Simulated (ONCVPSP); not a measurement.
Transferability test, ONCV potential for Ag (Z = 47)

silver, optimised norm-conserving Vanderbilt (ONCV), made with ONCVPSP 4.0.1 (PBE, scalar-relativistic). Core [Ar] 3d10, reference 4s2 4p6 4d10 5s1. Waves: 4s+5s: rc 1.40 bohr, ncon 4, nbas 9, qcut 8.8 1/bohr, 2 projectors; 4p: rc 0.95 bohr, ncon 3, nbas 8, qcut 9.1 1/bohr, 1 projector; 4d: rc 1.30 bohr, ncon 3, nbas 6, qcut 8.3 1/bohr, 1 projector. Local part: polynomial inside 0.75 bohr (lpopt 4, dvloc0 3 Ha). Core correction: Teter function, fcfact 3, rcfact 1.05.

Energies are relative to the spin-unpolarised reference configuration 4s2 4p6 4d10 5s1; without spin polarisation the order of configurations can differ from experiment.

```csv
valence configuration,charge,ΔE all-electron (eV),error AE − PS (meV)
4s2 4p6 4d9 5s0,+2,29.871,-3.7
4s2 4p5 4d10 5s1,+1,65.245,-36
```

What are ΔE and the potential's error for 4s2 4p6 4d8 5s0?

ΔE = 66.064 eV all-electron; the error (AE − PS) is -2.7 meV.

What are ΔE and the potential's error for 4s2 4p6 4d10 5s0?

ΔE = 7.757 eV all-electron; the error (AE − PS) is -1.6 meV.
